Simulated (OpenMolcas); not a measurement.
A run on Co2+ among 6 point charges of -2 e arranged as a tetragonal octahedron (D4h), 1.98 Å from the ion, with the axial distance 2.515 Å.

* Program: OpenMolcas
* Method: SS-CASPT2, IPEA 0.25 Eh, imaginary shift 0.1 Eh (closed shells correlated: 3s 3p)
* Basis: ANO-RCC-VDZP [5s4p2d1f]
* Scalar Hamiltonian: DKH2, point nucleus
* Active space: 7 electrons in 5 orbitals (3d)
* State averaging: 2S+1 = 4 even, 10 roots; 2S+1 = 2 even, 40 roots
* Spin-orbit coupling: RASSI with atomic mean-field integrals over the reference wave functions

First CASPT2 step and the start of its output:

```
&CASPT2
Multistate=10 1 2 3 4 5 6 7 8 9 10
NoMult
Frozen=2 3
IPEA=0.25
Imaginary=0.1
MaxIter=60
WThr=0.0 0.3 0.05
PrWF=0.5
NoMix
```

```
--- CASPT2 ---
Orbital specifications:
      -----------------------

      Symmetry species                           1   2
                                                ag  au
      Frozen orbitals                            2   3
      Inactive orbitals                          1   3
      Active orbitals                            5   0
      Secondary orbitals                         7  13
      Deleted orbitals                           0   0
      Number of basis functions                 15  19
Type of calculation                        SS-CASPT2
      Fock operator                              state-specific
      IPEA shift                                 0.25
      Real shift                                 0.00
      Imaginary shift                            0.10
      The input orbitals will be transformed to quasi-canonical
Reference energy:       -1397.2914658140
      E2 (Non-variational):      -0.3209827056
      Shift correction:          -0.0001528342
      E2 (Variational):          -0.3211355398
      Total energy:           -1397.6126013538
      Residual norm:              0.0000001868
      Reference weight:           0.95144
      Contributions to the CASPT2 correlation energy
      Active & Virtual Only:         -0.1068505828
      One Inactive Excited:          -0.1459422591
      Two Inactive Excited:          -0.0681898637
Reference energy:       -1397.2458691415
      E2 (Non-variational):      -0.3251319153
      Shift correction:          -0.0001937105
      E2 (Variational):          -0.3253256258
      Total energy:           -1397.5711947673
      Residual norm:              0.0000004341
      Reference weight:           0.94865
      Contributions to the CASPT2 correlation energy
      Active & Virtual Only:         -0.1106624847
...
```

Over all roots the printed reference weights run from 0.04 to 0.95, and roots that are degenerate in the reference spread by up to 10 cm-1.

Problem. Did the run give usable levels, and if not, why?

Solution. No. The equations converged, but the reference weight falls to 0.04 for at least one root against 0.95 for the best. A drop of that size marks an intruder state, so the energies of such roots and the levels built on them can't be trusted.
